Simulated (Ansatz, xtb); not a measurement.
**Relative energy of two isomers of CH5NOSi**

We compare a, `CN[Si]O`, a singlet, with b, `CO[Si]N`, a singlet. Both are isolated molecules in the gas phase, relaxed with PBE0-D4/def2-SVP; the shapes shown needn't be the lowest conformers.

a (Å):

```json
{"atom": "C", "x (Å)": "-1.3463", "y (Å)": "1.9058", "z (Å)": "0.7763"}
{"atom": "N", "x (Å)": "-0.2588", "y (Å)": "1.8433", "z (Å)": "-0.1724"}
{"atom": "O", "x (Å)": "1.2749", "y (Å)": "1.1478", "z (Å)": "-2.2129"}
{"atom": "Si", "x (Å)": "-0.1880", "y (Å)": "0.7393", "z (Å)": "-1.5063"}
{"atom": "H", "x (Å)": "-2.1048", "y (Å)": "1.1507", "z (Å)": "0.5143"}
{"atom": "H", "x (Å)": "-1.0186", "y (Å)": "1.6945", "z (Å)": "1.8094"}
{"atom": "H", "x (Å)": "-1.8505", "y (Å)": "2.8882", "z (Å)": "0.7774"}
{"atom": "H", "x (Å)": "0.4786", "y (Å)": "2.5199", "z (Å)": "0.0156"}
{"atom": "H", "x (Å)": "1.8325", "y (Å)": "1.8470", "z (Å)": "-1.8537"}
```

b (Å):

```xyz
9

C    -2.0668   -1.4605    1.0166
N     0.3834    1.5853    0.8504
O    -1.0555   -0.5073    0.8615
Si   -1.1761    1.0932    1.3664
H    -1.7033   -2.3075    1.6228
H    -2.3712   -1.8572    0.0333
H    -2.9685   -1.0512    1.5113
H     1.0534    0.9712    0.3950
H     0.7278    2.5301    0.9744
```

Estimate which is lower in electronic energy at CCSD(T)/def2-SVP + ΔMP2/def2-TZVPP, and by roughly how much.

The CCSD(T)/def2-SVP + ΔMP2/def2-TZVPP calculation puts structure a lower, by 0.129 eV.

Level by level:

```json
{"level": "GFN2-xTB", "geometry": "GFN2-xTB", "E(b) − E(a) (eV)": "+0.290", "departure from the last row (eV)": "+0.161", "job, with rough time for the two": "optimisation, 0.17 s"}
{"level": "HF/STO-3G", "geometry": "GFN2-xTB", "E(b) − E(a) (eV)": "−0.210", "departure from the last row (eV)": "−0.339", "job, with rough time for the two": "single point, 0.54 s"}
{"level": "r2SCAN-D4/def2-SVP", "geometry": "GFN2-xTB", "E(b) − E(a) (eV)": "+0.056", "departure from the last row (eV)": "−0.074", "job, with rough time for the two": "single point, 3.5 s"}
{"level": "PBE0-D4/def2-SVP", "geometry": "PBE0-D4/def2-SVP", "E(b) − E(a) (eV)": "+0.088", "departure from the last row (eV)": "−0.041", "job, with rough time for the two": "optimisation, 30 s"}
{"level": "HF/def2-SVP", "geometry": "PBE0-D4/def2-SVP", "E(b) − E(a) (eV)": "+0.033", "departure from the last row (eV)": "−0.096", "job, with rough time for the two": "part of the CCSD(T) run"}
{"level": "MP2/def2-SVP", "geometry": "PBE0-D4/def2-SVP", "E(b) − E(a) (eV)": "+0.115", "departure from the last row (eV)": "−0.015", "job, with rough time for the two": "part of the CCSD(T) run"}
{"level": "CCSD(T)/def2-SVP", "geometry": "PBE0-D4/def2-SVP", "E(b) − E(a) (eV)": "+0.090", "departure from the last row (eV)": "−0.039", "job, with rough time for the two": "single point"}
{"level": "CCSD(T)/def2-SVP + ΔMP2/def2-TZVPP", "geometry": "PBE0-D4/def2-SVP", "E(b) − E(a) (eV)": "+0.129", "departure from the last row (eV)": "", "job, with rough time for the two": "single point, 13 s"}
```

As drawn, b has 1 C–O, 1 N–H in place of 1 C–N, 1 O–H.

HF/STO-3G puts the two in the other order. The largest departure from CCSD(T)/def2-SVP + ΔMP2/def2-TZVPP is that of HF/STO-3G, 0.339 eV. The last row adds to CCSD(T) the change of the MP2 difference between the two basis sets, here +0.039 eV.

With harmonic frequencies from PBE0-D4/def2-SVP (ideal gas, rigid rotor, one conformer each, 298.15 K, 1 atm): the zero-point term adds +0.001 eV; ΔH is +0.136 and ΔG +0.119 eV.

The correlated steps freeze 8 core orbitals. Codes used: Ansatz 0.2.0, xtb 6.7.1; the last row on 2 threads of Arm Neoverse V2 on a shared host.
